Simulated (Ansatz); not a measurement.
A further run on Hf3Si (the lowest singlet isomer of a short search).

```yaml
crystal:
  periodic: [false, false, false]
  atoms:
    - {symbol: Hf, position_ang: [1.359043, 0.315440, 0.451410]}
    - {symbol: Hf, position_ang: [-0.837584, 1.904184, 0.628040]}
    - {symbol: Hf, position_ang: [-0.984939, -0.216008, -1.065029]}
    - {symbol: Si, position_ang: [0.463480, -2.003606, -0.014420]}
basis:
  gaussian: {orbitals: def2-TZVP, nuclear_model: gaussian}
hamiltonian: {xc: {name: r2SCAN50}, dispersion: d3bj}
scf: {omitted_lower_state_checks: [starts]}
```

```sh
$ ansatz run in.yaml --threads 4 --pin off --events-out ev --progress --plain --max-ram 3916MiB
```

Shortened log:

```
Warning: the engine holds no damping parameters fitted to this dispersion correction and functional, so the run takes those fitted to r2scan50 beside the three-body term, which d3bj leaves out (hamiltonian.dispersion, under Limitations)
Functional definition: r2SCAN50
1637 factors; their error is unknown
mean field evaluation 1: about -11774.2220 eV, gradient 5.6e1 eV
mean field evaluation 2: about -11669.9861 eV, gradient 1.8e2 eV
mean field evaluation 4: about -11781.7775 eV, gradient 2.0e1 eV
mean field evaluation 8: about -11783.0748 eV, gradient 7.2e-1 eV
mean field evaluation 16: about -11783.2162 eV, gradient 5.2e-2 eV
mean field evaluation 32: about -11783.2163 eV, gradient 1.2e-4 eV
mean field -11783.21629835 eV, -433.0252120136 hartree, gradient 2.6e-5 eV, S^2 0.000000; 0 other end points of the search recorded, 0 dependent functions left out
reference -11783.21630512 eV, -433.0252122624 hartree; 25, 25 occupied and 132, 132 virtual orbitals, 1637 factors
Total energy: -11783.30723105 eV, -433.0285537285 hartree
Checks for a lower state left out: starts
```

Hardware: 4 threads of Arm Neoverse V2 on a shared host. Wall time 22 s, peak host memory 0.63 GiB.

In the def2 sets Hf takes a core potential; there is no spin–orbit coupling. The restricted singlet is unstable towards broken spin symmetry at other levels; at RKS r2SCAN50-D3(BJ)/def2-TZVP this wasn't settled.
